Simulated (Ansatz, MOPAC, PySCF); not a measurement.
Complex: H2S (SMILES S) (first 3 atoms) with CHN (SMILES C#N); geometry from B3LYP-D3(BJ)/def2-TZVP, rigid monomers moved along the line of their centres of mass till H2···N5 is 2.73 Å.
(charge 0, multiplicity 1):
```xyz
6

S      0.21905     0.02307    -0.80221
H      0.31104    -0.04992     0.53738
H     -0.01055    -1.29400    -0.92292
C      0.60543    -0.12056     4.40181
N      0.50421    -0.17523     3.26239
H      0.69939    -0.06995     5.46350
```

Counterpoise-corrected where a basis set is named; no monomer relaxation. Rows marked so take none.

Cores are frozen in the correlated methods. CBS(a, b) extrapolates the correlation energy as X⁻³ and adds the Hartree–Fock energy of set b. Rows in 3-21G, 6-31G* carry no dispersion term and start afresh at each structure (6-31G* with six Cartesian d functions). MP2/6-31G* freezes PySCF's default core. The state that PM3 reach isn't checked.

Run with Ansatz (Gaussian basis) for Hartree–Fock, density functionals and correlated methods; MOPAC for PM3 (differences of heats of formation); PySCF for 3-21G rows, 6-31G* rows, the dispersion terms. Values without a source in brackets are computed.

Other levels give for the interaction energy: PBE/def2-TZVPPD -1.76; B3LYP/def2-TZVPPD -1.36; B3LYP-D3(BJ)/def2-TZVPPD -1.91; wB97M-V/def2-TZVPPD -1.81; CCSD(T)/CBS(aug-cc-pV(D+d)Z, aug-cc-pV(T+d)Z) -1.96 kcal/mol.

Q: What do these common cheap choices give for the same quantity: PM3, HF/3-21G (no counterpoise), HF/6-31G* (no counterpoise), BP86/6-31G* (no counterpoise), B3LYP/6-31G*, B3LYP/6-31G* (no counterpoise), MP2/6-31G*, MP2/6-31G* (no counterpoise)?

A: PM3 -1.07; HF/3-21G (no counterpoise) -2.59; HF/6-31G* (no counterpoise) -1.65; BP86/6-31G* (no counterpoise) -1.73; B3LYP/6-31G* -1.59; B3LYP/6-31G* (no counterpoise) -1.97; MP2/6-31G* -1.91; MP2/6-31G* (no counterpoise) -2.40 kcal/mol. They span -2.59 to -1.07 kcal/mol.

Ansatz is a program for electronic structure.
